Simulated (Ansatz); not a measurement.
The cluster Na₈Li⁻. The state is a singlet with charge -1. Geometry r2SCAN/def2-SVPD; atoms count from 1.

```xyz
9

Li    1.202   -0.895   -0.376
Na   -1.882   -1.990   -0.997
Na   -0.487    0.666   -2.747
Na    3.904   -0.831    1.465
Na   -1.557    1.185    0.580
Na    1.196    1.172    2.697
Na   -0.149   -2.015    2.196
Na   -4.222    0.603   -2.252
Na    1.995    2.106   -0.565
```

The restricted singlet is unstable towards broken spin symmetry in Hartree–Fock (as tested in another run); at PBE0/def2-TZVPD this wasn't settled. The structure comes from a short search, and lower isomers may exist.

(1) Estimate the Mulliken populations from the PBE0/def2-TZVPD orbitals of Ansatz.

(2) And the Mayer bond orders between bonded heavy atoms (over 0.3)?

## Answers

(1) 
```csv
atom,charge (e)
Li1,0.08
Na2,-0.05
Na3,-0.05
Na4,-0.31
Na5,0.06
Na6,-0.22
Na7,-0.08
Na8,-0.34
Na9,-0.09
```
Mulliken values and Mayer orders depend strongly on the basis. With diffuse functions, as here, like atoms can get unlike values, and bond orders can come out too low or too high.

(2) Na2–Na7 0.31 (3.63 Å); Na2–Na8 0.35 (3.71 Å); Na3–Na8 0.33 (3.77 Å); Na3–Na9 0.32 (3.60 Å); Na4–Na6 0.35 (3.59 Å); Na5–Na6 0.32 (3.47 Å).
